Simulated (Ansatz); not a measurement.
Gas-phase electronic energies from Ansatz, PBE0-D4/def2-TZVP geometries. CCSD(T)/CBS is the MP2 limit (def2-TZVPP, def2-QZVPP) plus CCSD(T) − MP2 in def2-TZVPP, frozen cores. DFT in def2-TZVPP. B3LYP here is the variant with VWN-RPA as its local correlation; programs differ in this. Each species was taken in one conformer, which may not be the lowest.

Reaction (substitution at a C–N bond): `OCN[SiH2]S` + `O[SiH2]F` → `OCO[SiH2]F` + `N[SiH2]S`

```tsv
level	ΔE (kcal/mol)	difference from CCSD(T)/CBS
PBE-D4	4.4	0.3
r2SCAN-D4	3.3	-0.8
PBE0-D4	4.1	0.0
B3LYP-D4	3.2	-0.9
ωB97X-V	3.1	-1.0
ωB97M-V	3.5	-0.6
B2PLYP	3.0	-1.1
PBE	3.8	-0.3
r2SCAN	3.1	-1.0
PBE0	3.5	-0.6
B3LYP	2.2	-1.9
HF/def2-TZVPP	0.1	-4.0
MP2/def2-TZVPP	4.7	0.6
SCS-MP2/def2-TZVPP	3.6	-0.5
CCSD/def2-TZVPP	3.3	-0.8
CCSD(T)/def2-TZVPP	3.8	-0.3
HF/def2-QZVPP	0.0	-4.1
MP2/def2-QZVPP	4.8	0.7
SCS-MP2/def2-QZVPP	3.7	-0.4
HF/CBS(def2)	0.0	-4.1
MP2/CBS(def2)	4.9	0.8
CCSD/CBS(def2)	3.5	-0.6
CCSD(T)/CBS	4.1	0
```

Largest T1 diagnostic among the species: 0.012.

The D4 term adds +1.0 kcal/mol with B3LYP and +0.6 kcal/mol with PBE0; it sums over pairs of atoms, weighted by their polarisabilities, and B3LYP, whose exchange is more repulsive, gets the larger term. In def2-TZVPP, CCSD(T) changes the Hartree–Fock value by +3.8 kcal/mol (the triples alone add +0.5 kcal/mol) and MP2 by +4.6 kcal/mol.
